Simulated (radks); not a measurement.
Ionisation of the cadmium ion Cd+, [Kr] 4d10 5s1, to [Kr] 4d10 as the strength of local exchange is varied. Calculated with a radial shooting solver on a logarithmic mesh with Libxc functionals: Dirac Kohn-Sham, Slater X-alpha exchange (alpha = 2/3 is LDA exchange), no correlation, spin-unpolarised, spherical densities, point nucleus.

alpha  E(Cd+) (hartree)  exchange (hartree)  IE (eV)  -e of the level emptied (eV)  <r> of it (bohr)
0.667       -5586.18335          -144.82696   16.392                12.340 (5s1/2)             2.662
0.773       -5609.24673          -168.53413   17.270                13.193 (5s1/2)             2.601
0.851       -5626.27840          -186.09934   17.928                13.836 (5s1/2)             2.558
0.869       -5630.21606          -190.16732   18.081                13.986 (5s1/2)             2.549
0.958       -5649.72566          -210.36079   18.844                14.738 (5s1/2)             2.502

NIST Atomic Spectra Database: 16.908 eV (measured). The Delta-SCF value meets it near alpha = 0.73. Spin polarisation and multiplet splitting are left out, so open shells lie too high by an amount that depends on their filling.

Beside tabulated values, note that spin-unpolarised runs miss the spin-polarisation part of the exchange energy of open shells.
